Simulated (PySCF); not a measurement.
Method: PySCF energies plus ideal-gas RRHO corrections (1 bar). The comparison is the NASA 1993 polynomial table, which mixes measured and estimated data. Open shells (unrestricted): CaI (multiplicity 2). I: scalar-relativistic def2 core potential, no spin-orbit coupling. The harmonic model lacks anharmonicity and excited electronic states, which grow with temperature; levels with a mode under 35 cm⁻¹ are left out. The table's entry may be an old estimate for CaI (not checked at source).

Harmonic frequencies at PBE0/def2-TZVP (cm⁻¹): 238. Point group C∞v; S°(298 K) = 260.9 J/mol/K at this level.

Q: Work out Cp and S° of gaseous CaI at 500, 800, 1200, 1600, 2000 K from these, and set them beside the table.

A: 
```csv
T (K),Cp PBE0/def2-TZVP,Cp table,S° PBE0/def2-TZVP,S° table
500,37.1,37.4,280.0,280.5
800,37.3,37.7,297.5,298.2
1200,37.4,38.0,312.6,313.5
1600,37.4,38.2,323.3,324.5
2000,37.4,38.5,331.7,333.1
```
Units J/mol/K.
